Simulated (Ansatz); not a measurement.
Total energies of Cd4Te4H14 from Ansatz at PBE0-D4/def2-TZVP, gas phase (1 Eh = 27.2114 eV = 2625.5 kJ/mol). The reference geometry is relaxed at PBE-D4/def2-SVP, loosely relaxed.

```xyz
22

Cd    0.6842   -1.8621   -2.5470
Te    1.1507    2.0873   -1.7040
Cd   -2.8512   -1.8564    1.8042
Te   -1.5249   -0.3118   -1.1361
Te   -1.9707    1.9407    1.6919
Cd    1.0812    1.8257    1.4495
Cd   -0.1210   -2.5718    0.3079
Te    1.4954   -0.9157    2.0266
H     1.0846   -1.3914   -4.1198
H     3.5150   -0.4637   -1.9114
H    -0.1346    3.1670   -1.6761
H     2.2329    3.3827   -1.5317
H    -4.2328   -2.5867    1.1601
H    -1.7008   -0.9192    2.6865
H    -2.6801   -1.0582   -2.1060
H    -1.9901    3.3291    0.7152
H    -1.8395    2.9819    3.0338
H     1.7957    3.2986    1.9525
H     1.0254   -3.0217   -1.1697
H    -1.3088   -3.5787    1.0762
H     3.3478   -0.5247   -1.1623
H     2.9415   -0.9509    1.1598
```

```
                 state   geometry  energy (Eh)
      charge 0 singlet  reference  -1751.56448
      charge 1 doublet  reference  -1751.27173
     charge -1 doublet  reference  -1751.58618
free Cd atom (singlet)          –   -167.77479
free Te atom (triplet)          –   -267.99464
 free H atom (doublet)          –     -0.50104
```

In the def2 sets Cd, Te take a core potential; there is no spin–orbit coupling. Single mean-field runs in def2-TZVP are fitted with def2-universal-jkfit.

Work out the vertical ionisation energy to the doublet.

E(charge 1 doublet) − E(charge 0 singlet) = -1751.27173 − (-1751.56448) = 0.29275 Eh = 7.97 eV. For comparison, −ε of the highest occupied level is 6.66 eV at this level, 1.31 eV less.

Work out the vertical electron affinity, to the doublet.

E(charge 0 singlet) − E(charge -1 doublet) = -1751.56448 − (-1751.58618) = 0.02170 Eh = 0.59 eV. The basis lacks diffuse functions, which makes affinities too small.

Give the fundamental gap IE − EA, the Mulliken electronegativity (IE + EA)/2 and the hardness (IE − EA)/2.

From the values in Eh: IE − EA = 0.29275 − 0.02170 = 0.27105 Eh = 7.38 eV; (IE + EA)/2 = 4.28 eV; (IE − EA)/2 = 3.69 eV. The HOMO–LUMO gap of the same run is 4.96 eV, 2.42 eV smaller than the fundamental gap.

What is the binding energy per atom against free atoms?

Atoms: 4 × (-167.77479) + 4 × (-267.99464) + 14 × (-0.50104) = -1750.09228 Eh. Binding: -1750.09228 − (-1751.56448) = 1.47220 Eh = 40.06 eV, or 1.82 eV for each of 22 atoms (no zero-point energy, no counterpoise term).

The geometry of the charge 0 singlet is only loosely relaxed. The geometry of the charge 1 doublet is only loosely relaxed. The geometry of the charge -1 doublet is only loosely relaxed. At PBE0-D4/def2-TZVP the highest occupied level of the charge -1 doublet lies above zero (up to 0.63 eV). By energy differences its removal costs 0.59 eV (vertical, to the charge 0 singlet, at PBE0-D4/def2-TZVP); self-interaction error and the lack of diffuse functions both raise the level.
